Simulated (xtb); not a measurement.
C₄H₅BO₂, SMILES C#CB(OC=C)O. All values are semi-empirical tight-binding results from xtb (GFN2-xTB unless named), good for trends rather than for accurate numbers. The structure is a stationary point at GFN2-xTB. This is a generated structure with no PubChem entry under its InChIKey; it may be hypothetical. Other conformers were not sampled.

```json
{
 "point_group_as_xtb_finds_it": "Cs",
 "orbital_gap": "4.41 eV",
 "dipole_moment": "1.43 D",
 "zero_point_energy": "51.8 kcal/mol",
 "G − E(el) at 298.15 K (modified RRHO)": "31.5 kcal/mol",
 "static polarisability (D4 model)": "66.4 bohr³",
 "solvation energy, GFN2-xTB/ALPB(water)": "-5.5 kcal/mol",
 "solvation energy, GFN2-xTB/ALPB(acetone)": "-9.7 kcal/mol"
}
```

Question: Give the IR lines (harmonic; lines under 4 % of the strongest left out, lines within 3 cm⁻¹ merged). (An estimate is asked for; the answer gives what the named calculation found.)

Answer: ν (cm⁻¹): 539 (w), 566 (m), 681 (w), 701 (w), 914 (m), 999 (w), 1201 (vs), 1276 (vs), 1322 (m), 1691 (m), 2222 (w), 3021 (w), 3166 (w) (against the strongest line: vs over 80 %, s over 45 %, m over 15 %, w over 4 %, vw less)
